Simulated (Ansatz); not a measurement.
Molecule: C4H5N, net charge 0, singlet state. 
Geometry from a B3LYP-D3(BJ)/def2-TZVP (Ansatz, an electronic-structure program) optimisation:
```xyz
10

C     -2.1869     0.0014    -0.0997
C     -1.0155     0.1347     0.5022
C      0.1869    -0.7208     0.1919
C      1.3507     0.0760    -0.1935
N      2.2591     0.7158    -0.4883
H     -3.0292     0.6267     0.1648
H     -2.3480    -0.7354    -0.8782
H     -0.8741     0.8865     1.2709
H     -0.0398    -1.4231    -0.6129
H      0.4670    -1.3137     1.0688
```

Property: vertical triplet-singlet gap (E(triplet) - E(singlet); each state is the SCF solution reached for its spin), in kJ/mol. Cores are frozen in the correlated levels unless marked. Open shells are spin-unrestricted. No spin-orbit coupling. Non-relativistic. CBS(X,Y): correlation extrapolated as X^-3; Hartree-Fock from the larger set.

| level | program | vertical triplet-singlet gap (kJ/mol) |
|---|---|---|
| HF/aug-cc-pVDZ | Ansatz | 340.3 |
| HF/aug-cc-pVTZ | Ansatz | 337.4 |
| HF/aug-cc-pVQZ | Ansatz | 337.0 |
| SVWN5/def2-TZVPD | Ansatz | 464.0 |
| PBE/def2-TZVPD | Ansatz | 435.0 |
| r2SCAN/def2-TZVPD | Ansatz | 405.7 |
| B3LYP/def2-TZVPD | Ansatz | 433.5 |
| PBE0/def2-TZVPD | Ansatz | 418.9 |
| BHLYP/def2-TZVPD | Ansatz | 412.9 |
| CAM-B3LYP/def2-TZVPD | Ansatz | 429.6 |
| wB97M-V/def2-TZVPD | Ansatz | 448.2 |
| wB97X-V/def2-TZVPD | Ansatz | 444.7 |
| B2PLYP/def2-TZVPD | Ansatz | 442.4 |
| MP2/aug-cc-pVDZ | Ansatz | 461.7 |
| RI-MP2/aug-cc-pVTZ | Ansatz | 462.3 |
| RI-MP2/aug-cc-pVQZ | Ansatz | 463.9 |
| RI-MP2/CBS(aug-cc-pVTZ,aug-cc-pVQZ) | Ansatz | 465.5 |
| SCS-MP2/aug-cc-pVDZ | Ansatz | 464.1 |
| CCSD/aug-cc-pVDZ | Ansatz | 439.1 |
| CCSD(T)/aug-cc-pVDZ | Ansatz | 450.4 |
